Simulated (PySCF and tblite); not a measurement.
C₈H₇F, numbered as in [CH2:1]=[CH:2][c:3]1[cH:4][cH:5][cH:6][c:7]([F:8])[cH:9]1.

Search: ETKDG, MMFF94s, GFN2-xTB, 60 starts; geometries at GFN2-xTB. Free energies are PBE0-D3(BJ)/def2-SVP (IEF-PCM, acetonitrile) single points with GFN2-xTB rigid-rotor and vibrational terms (modes under about 100 cm⁻¹ blended into free rotors). Symmetry numbers and mirror images are counted. Conformers within 3 kcal/mol (GFN2-xTB free energy) were kept, 8 at most. Couplings: B3LYP/6-31G* with pcJ-1 on H, F (gas phase; spin-dipole term only for pairs with B, N, F, Si or P). Couplings are for ¹⁹F, ¹H. H–H couplings come out 0.1 to 0.9 Hz lower than with pcJ-1 on all atoms. Of two unlike H on one atom, a is the less shielded (mPW1PW91/pcSseg-1 (IEF-PCM, acetonitrile)). Run with PySCF (density fitting) and tblite.

Torsions listed: C1–C2–C3–C4.

```csv
conformer,shape,weight %
1,180°,53.3
2,0°,46.7
```

Give the couplings in each conformer and the averages at 298.15 K (pairs that fast motion interchanges averaged).


```tsv
coupling	pairs	1	2	average (Hz)
³J(H6,F8)	1	8.4	8.3	8.3
³J(F8,H9)	1	10.5	9.9	10.2
²J(H1a,H1b)	1	-1.5	-1.4	-1.4
³J(H1a,H2)	1	17.1	17.2	17.2
³J(H1b,H2)	1	12.3	12.4	12.4
³J(H4,H5)	1	8.7	9.0	8.8
³J(H5,H6)	1	9.3	9.2	9.3
```

Computed couplings to fluorine can be off by tens of per cent at such levels.
